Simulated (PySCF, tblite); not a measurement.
Isomers of C4H14FNSi3. Method: GFN2-xTB as coded in tblite; computed harmonic values from a numerical Hessian at the method's own geometry, unscaled. Against measured fundamentals such values can be off by several per cent, at times by over 20. Modes of hydrogen on silicon can be 10 to 20 % off. One conformer each.

Electronic energies: PBE0/pcSseg-1 single points on the GFN2-xTB geometries (PySCF, gas phase).

```csv
SMILES,"electronic energy, lowest = 0 (kcal/mol)"
F[SiH2][SiH2]N(C[SiH3])C1CC1,33.9
CN[SiH2]/C(=C\F)[SiH2][SiH2]C,36.8
F[SiH2]N([SiH2]C[SiH3])C1CC1,0.0
```

Q: How do GFN2-xTB zero-point energies change the relative energies?

A: 
```
                       SMILES  ZPE (kcal/mol)  of it from modes above 1550 cm⁻¹  electronic (kcal/mol)  with ZPE, lowest = 0 (kcal/mol)  lowest mode (cm⁻¹)  rings
 F[SiH2]N([SiH2]C[SiH3])C1CC1           103.0                              53.1                    0.0                              0.0                  34      1
 F[SiH2][SiH2]N(C[SiH3])C1CC1           102.7                              52.4                   33.9                             33.6                  26      1
CN[SiH2]/C(=C\F)[SiH2][SiH2]C           102.4                              56.1                   36.8                             36.2                   7      0
```

The zero-point energies span 0.6 kcal/mol, from `CN[SiH2]/C(=C\F)[SiH2][SiH2]C` to `F[SiH2]N([SiH2]C[SiH3])C1CC1`. The order is unchanged.

Q: And how do the electronic energies of GFN2-xTB itself compare?

A: `F[SiH2]N([SiH2]C[SiH3])C1CC1` 0.0; `F[SiH2][SiH2]N(C[SiH3])C1CC1` 20.8; `CN[SiH2]/C(=C\F)[SiH2][SiH2]C` 79.1 kcal/mol, lowest = 0. Against the energies above, taken from the same isomer `F[SiH2]N([SiH2]C[SiH3])C1CC1`, the largest difference is 42.3 kcal/mol.
